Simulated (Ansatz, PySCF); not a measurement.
This Ansatz (an electronic-structure program) input computes a BLYP/def2-TZVPD energy:

Ansatz 0.2 input:
```yaml
crystal:
  periodic: [false, false, false]
  atoms:
    - {symbol: Al, position_ang: [-0.00000000, -0.00000000, -1.71036253]}
    - {symbol: O, position_ang: [0.00000000, 0.00000000, 0.00000000]}
    - {symbol: Al, position_ang: [0.00000000, 0.00000000, 1.71036253]}
basis:
  gaussian:
    orbitals: def2-TZVPD
hamiltonian:
  xc: {name: BLYP}
output: {forces: true}
```

### Question
Write an input for the same energy in PySCF and say what it gives.

### Answer

```python
from pyscf import gto, scf, dft

mol = gto.M(
    atom='''
    Al   -0.00000000   -0.00000000   -1.71036253
    O     0.00000000    0.00000000    0.00000000
    Al    0.00000000    0.00000000    1.71036253
    ''',
    basis='def2-tzvpd',
    charge=0,
    spin=0,
    verbose=4,
)

mf = dft.RKS(mol, xc='blyp').density_fit(auxbasis='def2-universal-jkfit')
mf.grids.level = 3
mf.conv_tol = 1e-9
mf.max_cycle = 100
mf.max_memory = 1500
mf.kernel()
if not mf.converged:
    mf = mf.newton()
    mf.kernel(mf.make_rdm1())
mf.analyze()
```
It gives -560.23388 Eh, and Ansatz -560.23385 Eh, a difference of 0.03 mEh, from the treatment of integrals and grids.
